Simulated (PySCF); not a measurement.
**Ionisation energy along the 8-electron series**

Calculated with PySCF 2.14 and a two-component X2C-1e Hamiltonian (Gaussian nucleus, no Breit or QED terms), each ion in its own even-tempered basis scaled to its charge; GMP2 freezes nothing and drops the highest virtual spinors. Values in eV. NIST values: (m) measured, (s) semi-empirical, (t) theoretical.

```
  ion  configuration  GHF (spin-free)  GMP2 (spin-free)  GHF (screened spin-orbit)  GMP2 (screened spin-orbit)           NIST
Nd⁵²⁺   [He] 2s2 2p4          10426.9           10428.6                    10296.4                     10296.3  10288 ± 4 (t)
Sm⁵⁴⁺   [He] 2s2 2p4          11223.6           11225.3                    11069.0                     11068.9  11060 ± 5 (t)
```

Question: Fill in the row of Pm⁵³⁺.

Answer: configuration: [He] 2s2 2p4; GHF (spin-free): 10821.3; GMP2 (spin-free): 10823.0; GHF (screened spin-orbit): 10679.1; GMP2 (screened spin-orbit): 10679.1; NIST: 10671 ± 5 (t).
